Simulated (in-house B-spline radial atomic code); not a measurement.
**RPA and G0W0 on CAM-B3LYP: Li⁻**

Configuration [He] 2s2, mean-field start CAM-B3LYP. Computed with an all-electron radial atomic-structure program (B-spline basis): all electrons, scalar-relativistic (spin-free one-electron X2C), finite nucleus, each spin shell either full or empty, empty states to l = 9 with an (l + 1/2)⁻⁴ tail; G0W0 by contour deformation at full frequency.

Command:
```bash
python run_gw.py task.json out
```
Settings (radii: box in bohr, nucleus in fm):
```
Z                        3
electrons                4
configuration            [He] 2s2
hamiltonian              x2c
method                   camb3lyp
lmax                     9
rms_radius               2.444
spin_polarised           False
box_radius               60
intervals                77
ion_configuration        [He] 2s1
```

Cost of the run: 3.6 s on 1 thread of Arm Neoverse N1 (shared host).

Energies (hartree):

```json
{"term": "mean-field total", "value": "-7.49086"}
{"term": "Hartree-Fock functional on these orbitals", "value": "-7.42622"}
{"term": "direct second order", "value": "-0.14286"}
{"term": "second-order exchange", "value": "0.070562"}
{"term": "SOSEX correction", "value": "0.060444"}
```

(1) What is the RPA correlation energy, and what remains with SOSEX?

Quasi-particle levels (eV):

```csv
level,occupied,mean field,Σx - vxc,Σc,QP weight,G0W0
2s,yes,-0.109,-0.13,?,?,?
```

G0W0 = mean field + (Σx - vxc) + Σc, with Σc (partial-wave tail included) taken at the quasi-particle energy. Levels of low weight are left out.

(2) Where does G0W0 put 2s?

(3) What does it cost to remove one electron (to [He] 2s1) by differences of total energies, each species on its own start (correlation terms add to the Hartree-Fock functional)?

## Answers

(1) RPA gives -0.12227 hartree (-0.832 eV per electron); RPA + SOSEX gives -0.061822, and the second-order doubles -0.072299 hartree (no singles). SOSEX takes back 49 % of the RPA value.

(2) At -0.502 eV, with Σc = -0.27 eV and a quasi-particle weight of 0.759. The tabulated removal energy is 0.618 eV (electron affinity of the neutral atom).

(3) CAM-B3LYP 0.507 eV, Hartree-Fock functional -0.144 eV, + RPA 0.509 eV, + RPA + SOSEX 0.368 eV, + second order 0.541 eV. Tabulated: 0.618 eV (electron affinity of the neutral atom).
